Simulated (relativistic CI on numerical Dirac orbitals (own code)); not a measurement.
**How well does a small relativistic CI reproduce Ar³⁺?**

Computed by Dirac-Coulomb-Breit CI, separate exchange-only KLI orbitals for each configuration, QED by a radiative potential, valence Slater integrals scaled by 0.85, P86 correlation energy added to each configuration (own radial code, finite nucleus).

Configurations in the expansion (outside the closed core [Ne]): 3s2 3p3, 3s 3p4, 3s2 3p2 3d, 3p5, 3s 3p3 3d, 3s2 3p2 4s, 3s2 3p2 4p, 3s2 3p2 4d, 3p4 3d, 3s2 3p 3d 4p, 3s2 3p2 5s, 3s2 3p2 4f, 3s2 3p 3d2, 3s2 3d3, 3s 3p 3d3, 3s2 3d2 4s, 3s2 3d2 4p, 3s2 3d2 4d, 3p3 3d2, 3p2 3d3, 3p2 3d2 4s, 3p2 3d2 4p, 3p2 3d2 4d, 3s2 3p 3d 4s, 3s 3p 3d2 4s, 3s2 3d 4s2, 3s2 3d 4s 4p, 3s2 3d 4s 4d, 3s2 3p 4s2, 3s 3p 3d 4s2, 3s2 4s2 4p, 3s2 4s2 4d. Double excitations out of closed p, d and f shells are left out; levels of such configurations are missing from the list, as are those of other unlisted configurations, and high levels can miss mixing partners. These lack a partner that the ground configuration has and come out too high: 3s2 3p2 5s, 3s2 3p2 4f.

| Configuration | Term (tabulated) | J | Measured (cm⁻¹) | Computed | Error | Purity (%) |
| --- | --- | --- | --- | --- | --- | --- |
| 3s2 3p3 | 4S° | 3/2 | 0.0 | 0 | 0 | 97 |
| 3s2 3p3 | 2D° | 3/2 | 21090.6 | 20892 | -199 | 95 |
| 3s2 3p3 | 2D° | 5/2 | 21219.8 | 21028 | -192 | 96 |
| 3s2 3p3 | 2P° | 1/2 | 34854.6 | 33450 | -1404 | 96 |
| 3s2 3p3 | 2P° | 3/2 | 35032.4 | 33636 | -1396 | 94 |
| 3s 3p4 | 4P | 5/2 | 117563.4 | 127916 | 10353 | 87 |
| 3s 3p4 | 4P | 3/2 | 118515.7 | 128861 | 10345 | 87 |
| 3s 3p4 | 4P | 1/2 | 119043.1 | 129387 | 10344 | 86 |
| 3s 3p4 | 2D | 3/2 | 145921.2 | 154850 | 8928 | 73 |
| 3s 3p4 | 2D | 5/2 | 145999.4 | 154925 | 8926 | 73 |
| 3s2 3p2 3d | 2P | 3/2 | 166356.4 | 176593 | 10237 | 58 |
| 3s2 3p2 3d | 2P | 1/2 | 167444.6 | 177658 | 10213 | 58 |
| 3s 3p4 | 2S | 1/2 | 177832.5 | 187245 | 9413 | 74 |
| 3s2 3p2 3d | 4F | 3/2 | 180682.5 | 191261 | 10579 | 99 |
| 3s2 3p2 3d | 4F | 5/2 | 181031.8 | 191609 | 10577 | 98 |
| 3s2 3p2 3d | 4F | 7/2 | 181533.3 | 192104 | 10570 | 98 |
| 3s2 3p2 3d | 4F | 9/2 | 182195.6 | 192748 | 10552 | 99 |
| 3s2 3p2 3d | 4D | 1/2 | 187290.4 | 198829 | 11539 | 99 |
| 3s2 3p2 3d | 4D † | 3/2 | 187397.5 | 198930 | 11532 | 99 |
| 3s2 3p2 3d | 4D † | 5/2 | 187821.3 | 199003 | 11181 | 90 |
| 3s2 3p2 3d | 4D † | 7/2 | 188824.5 | 199139 | 10315 | 87 |
| 3s2 3p2 3d | 2G | 7/2 | 207760.7 | 218448 | 10687 | 99 |
| 3s2 3p2 3d | 2G | 9/2 | 207859.3 | 218525 | 10666 | 99 |
| 3s2 3p2 3d | 4P | 5/2 | 220786.8 | 233753 | 12966 | 75 |
| 3s2 3p2 3d | 4P | 3/2 | 221300.9 | 234108 | 12807 | 81 |
| 3s2 3p2 3d | 4P | 1/2 | 221627.4 | 234462 | 12835 | 84 |
| 3s2 3p2 3d | 2D | 5/2 | 226142.8 | 232475 | 6332 | 83 |
| 3s2 3p2 3d | 2D † | 5/2 | 238674.0 | 251511 | 12837 | 82 |
| 3s2 3p2 3d | 2D † | 3/2 | 239050.0 | 252486 | 13436 | 64 |
| 3s2 3p2 4s | 4P | 1/2 | 250215.2 | 263031 | 12816 | 98 |
| 3s2 3p2 4s | 4P | 3/2 | 250902.2 | 263736 | 12834 | 98 |
| 3s2 3p2 4s | 4P | 5/2 | 251967.4 | 264824 | 12857 | 98 |
| 3s2 3p2 4s | 2P | 1/2 | 256087.8 | 268855 | 12767 | 98 |
| 3s2 3p2 4s | 2P | 3/2 | 257343.6 | 270155 | 12811 | 97 |
| 3s2 3p2 4s | 2D | 5/2 | 267741.3 | 281081 | 13339 | 98 |
| 3s2 3p2 4s | 2D | 3/2 | 267762.0 | 281111 | 13349 | 98 |
| 3s2 3p2 4p | 4D° | 1/2 | 285956.2 | 298780 | 12824 | 97 |
| 3s2 3p2 4p | 4D° | 3/2 | 286224.5 | 299183 | 12958 | 96 |
| 3s2 3p2 4p | 4D° | 5/2 | 286747.8 | 299863 | 13116 | 97 |
| 3s2 3p2 4p | 4D° | 7/2 | 287550.8 | 300800 | 13249 | 98 |
| 3s2 3p2 4p | 4P° | 1/2 | 289122.3 | 302473 | 13350 | 98 |
| 3s2 3p2 4p | 4P° | 3/2 | 289233.9 | 302654 | 13420 | 91 |
| 3s2 3p2 4p | 4P° | 5/2 | 289830.5 | 303272 | 13442 | 88 |
| 3s2 3p2 4p | 2D° | 3/2 | 290251.5 | 304079 | 13827 | 94 |
| 3s2 3p2 4p | 2D° | 5/2 | 291663.1 | 305465 | 13802 | 89 |
| 3s2 3p2 4p | 4S° | 3/2 | 291744.0 | 306776 | 15032 | 97 |
| 3s2 3p2 4p | 2P° | 1/2 | 295670.2 | 309387 | 13717 | 98 |
| 3s2 3p2 4p | 2P° | 3/2 | 295802.2 | 309539 | 13736 | 98 |
| 3s2 3p2 4p | 2F° | 5/2 | 303665.4 | 316965 | 13299 | 97 |
| 3s2 3p2 4p | 2F° | 7/2 | 303989.1 | 317255 | 13266 | 98 |

Measured levels from Saloman, J. Phys. Chem. Ref. Data 39, 033101 (2010); pairs were made by configuration, J and term (by order where the table uses no LS term), so strongly mixed levels may be paired wrongly.

Mean error by configuration (cm⁻¹): 3s2 3p3 -798; 3s 3p4 9718; 3s2 3p2 3d 10812; 3s2 3p2 4s 12968; 3s2 3p2 4p 13503. Over the excited levels the mean absolute error is 10952 cm⁻¹ (49 of the 54 excited levels that our extract of the source holds in range could be paired, and the others can miss by more), and the median relative error of those above 1,000 cm⁻¹ is 5 %. † marks terms whose computed intervals miss the measured ones by more than a factor of 2.5, or configurations far off the rest, from wrong mixing, a near crossing or a doubtful label or measurement; they are left out of the means.
